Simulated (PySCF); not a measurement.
## Ionisation energy of Tl²⁺ by level of theory

Tl²⁺ [Xe] 4f14 5d10 6s1 (2S) → Tl³⁺ [Xe] 4f14 5d10 (1S), as a difference of total energies. Calculation: PySCF 2.14, in aug-cc-pVQZ-PP with ECP60MDF; scalar relativity through the core potential. The calculations carry no spin-orbit coupling.

```
 method  ionisation energy (eV)  error (eV)
    UHF                  28.160      -1.692
    LDA                  30.765      +0.913
    PBE                  30.307      +0.455
   PBE0                  29.959      +0.107
 r2SCAN                  30.123      +0.271
  B97-3                  29.749      -0.103
wB97M-V                  29.496      -0.356
   MN15                  30.347      +0.495
```

Reference: 29.852 eV (measured; NIST Atomic Spectra Database, ionization energies).
